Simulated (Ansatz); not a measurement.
Computed with Ansatz.

A structure relaxed at PBE0-D4/def2-TZVP, charge 0, multiplicity 2:

```xyz
8

C    -1.116   -0.140    0.733
C     0.165   -0.446    0.512
Si    1.307    0.476   -0.594
Br    0.199    1.832   -1.962
H    -1.604    0.676    0.208
H    -1.724   -0.699    1.437
H     0.610   -1.269    1.072
H     2.164   -0.431   -1.405
```

(1) Give its formula and SMILES.

(2) Summarise the bond lengths by kind.

## Answers

(1) C2H4BrSi, `C=C[SiH]Br`.

(2) 1 × C–C 1.335 Å; 3 × C–H 1.086 to 1.090 Å; 1 × C–Si 1.839 Å; 1 × Br–Si 2.222 Å; 1 × H–Si 1.488 Å.
